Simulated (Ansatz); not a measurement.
`C[SiH2]F` + `N[SiH2]S` → `N[SiH2]S[SiH2]F` + CH₄  (ligand exchange at the Si–C bond)

Isolated molecules relaxed with PBE0-D4/def2-TZVP in Ansatz; ΔE leaves out vibrations. CBS: MP2 limit from def2 TZ/QZ plus the TZ coupled-cluster correction, frozen cores. This one scheme is used for every species. Functionals use def2-TZVPP. One conformer a species, not always the lowest.

```json
{"level": "ωB97X-V", "ΔE (eV)": "-0.76"}
{"level": "SCS-MP2/def2-QZVPP", "ΔE (eV)": "-0.78"}
```

Question: What does CCSD(T)/CBS give? (An estimate is asked.)

Answer: Computed: -0.78 eV. The listed levels differ from it by 0.02, 0.00 eV.

Largest T1 diagnostic among the species: 0.012.

In def2-TZVPP, CCSD(T) changes the Hartree–Fock value by −0.09 eV (the triples alone add −0.03 eV) and MP2 by −0.15 eV. The D4 term adds −0.09 eV with B3LYP and −0.05 eV with PBE0; it sums over pairs of atoms, weighted by their polarisabilities, and B3LYP, whose exchange is more repulsive, gets the larger term.

B3LYP here is the variant with VWN-RPA as its local correlation; programs differ in this.
